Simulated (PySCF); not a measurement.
In(F)2(SMe) (CH₃F₂InS), SMILES C[S][In]([F])[F].

The structure is a stationary point at PBE0-D3(BJ)/def2-SVP. The structure was generated by enumeration; whether it is a known compound was not checked. The def2 effective core potentials stand for the cores of In; spin–orbit coupling is left out. Other conformers were not sampled.

Calculation: C-PCM-PBE0/def2-SVP in PySCF.

The values are the electrostatic part of the solvation free energy, E(continuum) − E(gas) at the gas-phase geometry, in a cavity of scaled van der Waals radii (PySCF's table); cavitation and dispersion terms are not included. A continuum can't describe solvent molecules that bind to the metal. In vacuum the orbital gap is 5.18 eV. The dipole moment in vacuum is 2.87 D.

```
solvent         ε  ΔG(elec) (kcal/mol)  dipole (D)  gap (eV)
----------  -----  -------------------  ----------  --------
water       78.36                -10.6        3.14      5.17
chloroform   4.71                 -8.3        3.09      5.17
benzene      2.27                 -5.8        3.03      5.18
```
